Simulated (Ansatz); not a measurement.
**Question.** Predict a relaxed structure of the cluster CuPd2 (the lowest doublet isomer of a short search), charge 0, doublet, at PBE-D4/def2-TZVP (Ansatz).

**Answer.** 
```xyz
3

Pd    1.053   -0.690    0.697
Pd   -1.120   -0.695   -0.578
Cu    0.067    1.385   -0.118
```
Point group C2v (tolerance 0.1 Å). This is one stationary point.

In the def2 sets Pd takes a core potential; there is no spin–orbit coupling. The structure comes from a short search, and lower isomers may exist.
